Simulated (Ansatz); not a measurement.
Coupled-cluster diagnostics for VO₂ (the lowest doublet isomer of a short search), Ansatz.

Geometry of the doublet (PBE-D4/def2-TZVP):

```xyz
3

V    -1.065    0.097    0.254
O     0.619   -0.508    0.411
O     0.446    0.411   -0.666
```

Correlated methods freeze 7 core orbitals; core or outer-core shells of V are correlated, in sets that lack core-valence functions. The structure holds one bond between oxygen atoms, so isomers without such links may lie far lower. The structure comes from a short search, and lower isomers may exist.

Geometry of the charge 0 quartet (PBE-D4/def2-TZVP):

```xyz
3

V     0.236    0.107    1.091
O    -0.578   -0.567   -0.396
O     0.342    0.461   -0.695
```

**Question.** Estimate the CCSD(T) correlation energy, the shares of MP2 and (T), T1 and the reference's ⟨S²⟩ for: charge 0, doublet, own geometry in def2-TZVPP; charge 0, doublet, own geometry in def2-TZVPD; charge 0, quartet, own geometry in def2-TZVPP; charge 1, singlet, vertical in def2-TZVPP; charge -1, singlet, vertical in def2-TZVPD; and the rough time on 2 threads of Arm Neoverse V2 on a shared host.

**Answer.** 
| state | basis | correlation (eV) | MP2 share (%) | (T) share (%) | T1 | ⟨S²⟩ (pure) | wall time | remarks |
| --- | --- | --- | --- | --- | --- | --- | --- | --- |
| charge 0, doublet, own geometry | def2-TZVPP | -25.646 | 92.5 | 5.7 | 0.080 | 1.85 (0.75) | 27 s | flagged by the program, large T1, spin-contaminated |
| charge 0, doublet, own geometry | def2-TZVPD | -23.879 | 92.7 | 5.8 | 0.074 | 1.87 (0.75) | 28 s | flagged by the program, large T1, spin-contaminated |
| charge 0, quartet, own geometry | def2-TZVPP | -25.678 | 92.0 | 5.6 | 0.182 | 3.78 (3.75) | 93 s | flagged by the program, large T1 |
| charge 1, singlet, vertical | def2-TZVPP | -26.677 | 94.6 | 6.4 | 0.054 | 0.00 (0.00) | 20 s | large T1, restricted SCF unstable |
| charge -1, singlet, vertical | def2-TZVPD | -25.526 | 92.4 | 6.0 | 0.080 | 0.00 (0.00) | 19 s | large T1, restricted SCF unstable |
Customary marks for T1 are 0.02 (closed shells), 0.045 (open shells) and about 0.05 (3d metals). T1 exceeds 0.02 in 5 of 5 rows and 0.045 in 5; the higher it lies, the less the single-reference result can be trusted.
